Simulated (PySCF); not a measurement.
CH₆ClFSi₃, SMILES F[Si@]1(Cl)C[SiH2][SiH2]1.

Geometry optimised at PBE-D3(BJ)/def2-SVP. The structure was generated by enumeration; whether it is a known compound was not checked.

Two levels are set side by side: TDA-PBE/def2-SVPD (PySCF) and TDA-B3LYP/def2-SVPD (PySCF). Vertical, same geometry. The lowest singlet is HOMO→LUMO 96 % with PBE and HOMO→LUMO 97 % with the other functional; states are paired by order. Differences are taken from unrounded values.

| quantity | TDA-PBE |
|---|---|
| lowest singlet excitation (eV) | 4.80 |
| lowest triplet excitation (TDA) (eV) | 4.29 |
| first bright state (f over 0.05) (eV) | 5.95 |
| its oscillator strength | 0.12 |

**Question.** These are the TDA-PBE values. What does TDA-B3LYP give? (An estimate is asked for; the answer gives what the named calculation found.)

**Answer.** 
| quantity | TDA-B3LYP | TDA-PBE minus TDA-B3LYP |
|---|---|---|
| lowest singlet excitation (eV) | 5.11 | -0.31 |
| lowest triplet excitation (TDA) (eV) | 4.58 | -0.29 |
| first bright state (f over 0.05) (eV) | 6.23 | -0.28 |
| its oscillator strength | 0.14 | -0.02 |

A lower first singlet is the usual sign of a functional without exact exchange. Differences between two approximate levels are no errors against the true value.

Rough cost on one machine, each run with all the roots and properties that it gave: TDA-B3LYP against TDA-PBE about 2 times.
